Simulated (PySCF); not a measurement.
## Static response to an electric field

C₅H₅F₃Si.
Cartesian coordinates in Å at the GFN2-xTB level; atoms count from 1:
```
atom  x, y, z in Å
C1    -0.9968    2.2137    0.6351
C2    -0.3229    1.2611    0.3514
C3     0.5351    0.1869    0.0266
C4     0.1216   -1.0423   -0.2870
Si5   -1.6990   -1.5400   -0.3437
C6     1.9979    0.5662    0.0664
F7     2.3762    1.0033    1.2812
F8     2.8158   -0.4519   -0.2390
F9     2.2888    1.5567   -0.7964
H10   -1.6069    3.0313    0.8801
H11    0.8772   -1.7809   -0.5176
H12   -2.2810   -1.3343    0.9819
H13   -1.7277   -2.9535   -0.7183
H14   -2.3791   -0.7169   -1.3428
```

Level: CAM-B3LYP/def2-SVPD (PySCF), static field, nuclei fixed, core orbitals frozen in the response. The polarisability tensor in these axes (au):

```
x    89.14   1.43  -0.67
y     1.43 107.31  11.58
z    -0.67  11.58  67.13
```

Q: Give the principal values, the mean and the anisotropy Δα = √{½[(α1 − α2)² + (α2 − α3)² + (α1 − α3)²]}.

A: Principal values 63.99, 89.11 and 110.48 au; mean 87.86 au = 13.02 Å³ = 14.49 × 10⁻⁴⁰ C²·m²/J; Δα = 40.31 au (46 % of the mean).

Q: What is the dipole moment, and where does it point?

A: (-2.50, -0.75, -0.10) D, 2.61 D in size, pointing from the negative to the positive side. Measured along this direction, the outermost atoms are F7, F9 and F8 at the negative end and H14, H13 and H12 at the positive end.

Q: What would n − 1 = 2πNα be for an ideal gas of these molecules at 350 K and 1 atm, electronic part alone?

A: N = p/kT = 2.0968 × 10¹⁹ cm⁻³, so n − 1 = 2π × N × 13.02 × 10⁻²⁴ cm³ = 1715 × 10⁻⁶ at long wavelengths.

Q: Give the principal axes and the span of the nuclei along them.

A: Largest value along (0.06, 0.96, 0.26), where the nuclei span 6.19 Å; middle along (1.00, -0.04, -0.05), 5.11 Å; least along (0.04, -0.26, 0.96), 2.41 Å. The response follows the extents in order.

Q: Form Σ f/ω² (atomic units) for the 8 lowest TDDFT singlets, given as eV and f, and set it beside the mean polarisability, which is this sum over all singlets: 5.36, 0.0001; 5.42, 0.2476; 6.22, 0.0000; 6.45, 0.0007; 7.17, 0.2016; 7.44, 0.0024; 7.54, 0.0078; 7.79, 0.0759.

A: They add up to 10.22 au, 11.6 % of the 87.86 au; the largest single term is 6.24 au, from the state at 5.42 eV. Terms in order: 0.00, 6.24, 0.00, 0.01, 2.90, 0.03, 0.10, 0.92 au. Higher excitations give the rest. The strengths listed sum to 0.536.

Q: Estimate the molar refractivity from the static electronic polarisability.

A: Lorentz–Lorenz: R = (4π/3)N_A α = 2.5225 cm³/(mol·Å³) × 13.02 Å³ = 32.8 cm³/mol, in the limit of long wavelengths.

Q: In a dilute gas of rigid molecules at 400 K, how does the orientational term μ²/3kT compare with the electronic polarisability?

A: In Gaussian units μ²/3kT = 41.09 Å³ against 13.02 Å³, a ratio of 3.16; the Debye molar polarisation (4π/3)N_A(α + μ²/3kT) is 136.5 cm³/mol, leaving out the vibrational part.

Isolated species at its GFN2-xTB geometry, gas phase.
